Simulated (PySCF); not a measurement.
Polarisability and C₆ of Nb+ (niobium, charge +1)

[Kr] 4d3 5s1, high-spin 5F determinant (an excited configuration). Computed with PySCF 2.14 in ANO-RCC-VTZP (7s6p4d2f1g, 68 functions), with scalar relativity by spin-free X2C-1e. Coupled (time-dependent) response in atomic units; α is the mean over directions. The basis has no added diffuse functions, which lowers α and C₆.

```csv
method,mean α (bohr³),C₆ (like pair),S(−4)
UHF,64.23,546.5,2913
PBE,46.35,370.5,1318
PBE0,49.82,402.3,1582
```

S(−4) is the Cauchy moment in α(ω) = α(0) + S(−4) ω² + …

Spin-orbit coupling is absent.

α(iu) at UHF:

```csv
u (hartree),α(iu) (bohr³)
0,64.23
0.0500,57.81
0.100,45.26
0.200,26.55
0.300,17.54
0.500,10.22
0.750,6.678
1.00,4.856
1.50,2.940
2.00,1.965
3.00,1.044
5.00,0.4349
```

For an ion, C₆ is the dispersion term alone; charge-induced terms of lower order in 1/R come first.
